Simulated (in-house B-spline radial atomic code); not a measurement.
Configurations of Kr2+, with energies counted from [Ar] 3d10 4s2 4p4. Level of theory: non-relativistic revTPSS, spin-polarised, spherical fractional occupations, point nucleus; calculated with a radial B-spline atomic code at the basis-set limit. Shells without spins written out take the highest spin.

Occupations are held fixed; configurations that lie above the ionisation limit could autoionise.

```tsv
configuration	E - E(ref) (eV)	highest orbital	its <r> (bohr)
[Ar] 3d10 4s2 4p3 5s1	17.876	5s up	3.652
[Ar] 3d10 4s(1 up, 0 down) 4p(3 up, 1 down) 4d(1 up, 0 down)	30.94	4d up	2.443
[Ar] 3d10 4s1 4p4 5s1	32.509	5s up	3.624
[Ar] 3d9 4s2 4p4 5d1	112.82	5d up	5.631
[Ne] 3s2 3p5 3d10 4s2 4p4 4d1	213.53	4d up	2.354
[Ne] 3s2 3p(3 up, 2 down) 3d10 4s2 4p(3 up, 1 down) 5p(1 up, 0 down)	218.8	5p up	4.161
```

**Question.** Order these further configurations by energy, lowest first.
A. [Ar] 3d10 4s2 4p(1 up, 2 down) 5f(1 up, 0 down)
B. [Ar] 3d9 4s2 4p4 5p1
C. [Ar] 3d10 4s2 4p3 5d1
D. [Ne] 3s2 3p5 3d10 4s2 4p4 5d1
E. [Ar] 3d10 4s(1 up, 0 down) 4p(1 up, 3 down) 4f(0 up, 1 down)

**Answer.** C (25.796 eV), A (32.539 eV), E (44.723 eV), B (108.18 eV), D (223.45 eV).

**Question.** How far above the reference does [Ar] 3d10 4s1 4p4 5f1 lie?

**Answer.** 44.452 eV; its least bound orbital is 5f up with <r> = 9.22 bohr.

**Question.** How far above the reference does [Ar] 3d9 4s2 4p4 5s1 lie?

**Answer.** 104.7 eV; its least bound orbital is 5s up with <r> = 3.571 bohr.
